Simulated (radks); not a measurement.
Values are calculated unless marked as measured or tabulated.
Charge is removed step by step from the 6s level of Ce, starting from [Xe] 4f1 5d1 6s2. Level of theory: scalar-relativistic Kohn-Sham, PBE, spin-unpolarised, spherical densities, point nucleus (a radial shooting solver on a logarithmic mesh with Libxc functionals).

[
 {"removed (e)": "0", "E - E(0) (eV)": "0.000", "eigenvalue (eV)": "-3.745", "E minus straight line (eV)": "0.000"},
 {"removed (e)": "0.1", "E - E(0) (eV)": "0.397", "eigenvalue (eV)": "-4.193", "E minus straight line (eV)": "-0.210"},
 {"removed (e)": "0.2", "E - E(0) (eV)": "0.839", "eigenvalue (eV)": "-4.648", "E minus straight line (eV)": "-0.375"},
 {"removed (e)": "0.3", "E - E(0) (eV)": "1.326", "eigenvalue (eV)": "-5.109", "E minus straight line (eV)": "-0.495"},
 {"removed (e)": "0.4", "E - E(0) (eV)": "1.860", "eigenvalue (eV)": "-5.576", "E minus straight line (eV)": "-0.568"},
 {"removed (e)": "0.5", "E - E(0) (eV)": "2.441", "eigenvalue (eV)": "-6.049", "E minus straight line (eV)": "-0.594"},
 {"removed (e)": "0.6", "E - E(0) (eV)": "3.070", "eigenvalue (eV)": "-6.527", "E minus straight line (eV)": "-0.572"},
 {"removed (e)": "0.7", "E - E(0) (eV)": "3.747", "eigenvalue (eV)": "-7.010", "E minus straight line (eV)": "-0.502"},
 {"removed (e)": "0.8", "E - E(0) (eV)": "4.472", "eigenvalue (eV)": "-7.499", "E minus straight line (eV)": "-0.384"},
 {"removed (e)": "0.9", "E - E(0) (eV)": "5.246", "eigenvalue (eV)": "-7.992", "E minus straight line (eV)": "-0.217"},
 {"removed (e)": "1", "E - E(0) (eV)": "6.070", "eigenvalue (eV)": "-8.490", "E minus straight line (eV)": "0.000"}
]

Removing the whole electron costs 6.070 eV by Delta-SCF, against 3.745 eV from minus the eigenvalue at the starting occupation. Slater's transition state (half an electron removed) gives 6.049 eV. Integrating minus the eigenvalue over the occupation (Janak's theorem) gives 6.072 eV. In this scalar-relativistic scheme the density is built from large components alone, so the theorem holds only approximately. The mean slope of the eigenvalue, de/dn, is 4.75 eV per electron.
